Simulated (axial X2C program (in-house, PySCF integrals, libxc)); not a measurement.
## Excited states of RbH by EOM-EE-CCSD

Computed with an in-house all-electron X2C program for linear molecules (integrals from PySCF): two-component X2C with atomic mean-field Coulomb and Gaunt terms, Gaussian nuclei, basis Rb dyall-acv3z, H dyall-av3z with contracted cores.

R = 2.357 Å (near the PBE0 minimum at charge 0 of the determinant lowest at the starting distance; the state shown can have its own minimum elsewhere).

Vertical excitation energies from the closed-shell determinant state of RbH:

```
 Ω  excitation (eV)   cm⁻¹       hole of the leading pair     particle of the leading pair  weight of the pair (for Ω = 0 its time-reversed partner can hold as much again)  singles weight
0⁻            2.394  19307  69% H sσ, 13% Rb sσ, 9% Rb pσ   63% Rb sσ, 20% Rb pσ, 12% H sσ                                                                             0.47            0.93
 1            2.394  19307  69% H sσ, 13% Rb sσ, 9% Rb pσ   63% Rb sσ, 20% Rb pσ, 12% H sσ                                                                             0.93            0.93
0⁺            2.785  22462  69% H sσ, 13% Rb sσ, 9% Rb pσ             55% Rb sσ, 36% Rb pσ                                                                             0.44            0.87
0⁻            3.811  30742  69% H sσ, 13% Rb sσ, 8% Rb pσ              88% Rb pπ, 7% Rb dπ                                                                             0.45            0.90
0⁺            3.812  30744  69% H sσ, 13% Rb sσ, 8% Rb pσ              88% Rb pπ, 7% Rb dπ                                                                             0.45            0.90
 1            3.815  30770  69% H sσ, 13% Rb sσ, 8% Rb pσ              88% Rb pπ, 7% Rb dπ                                                                             0.57            0.90
 2            3.820  30810  69% H sσ, 13% Rb sσ, 8% Rb pσ                        89% Rb pπ                                                                             0.90            0.90
 1            3.870  31214  69% H sσ, 13% Rb sσ, 8% Rb pσ             89% Rb pπ, 10% Rb dπ                                                                             0.57            0.89
0⁻            4.024  32458  69% H sσ, 13% Rb sσ, 8% Rb pσ  57% Rb pσ, 18% Rb dσ, 14% Rb sσ                                                                             0.45            0.91
 1            4.024  32458  69% H sσ, 13% Rb sσ, 8% Rb pσ  57% Rb pσ, 18% Rb dσ, 14% Rb sσ                                                                             0.91            0.91
```

This point took 20 s on 1 thread of Arm Neoverse V1 (shared host).

Reference electrons by ω block (each with its −ω partner): 1/2: 13, 3/2: 5, 5/2: 1. 10 electrons of RbH correlated (inner shells frozen), 88 natural virtual spinors (a truncated set); levels can be off by some tenths of an eV. Roots sought by Ω: (0: 5, 1: 4, 2: 3, 3: 1); the list ends where they run out and leaves out roots under 60 % singles weight. The solver can skip a root, and states that need a further excitation, which the method places far too high, are missing though they may lie low or lowest. T1 of the reference 0.016 (Lee–Taylor). Number of frozen shells: Rb 3 s, 2 p, 1 d; H none.
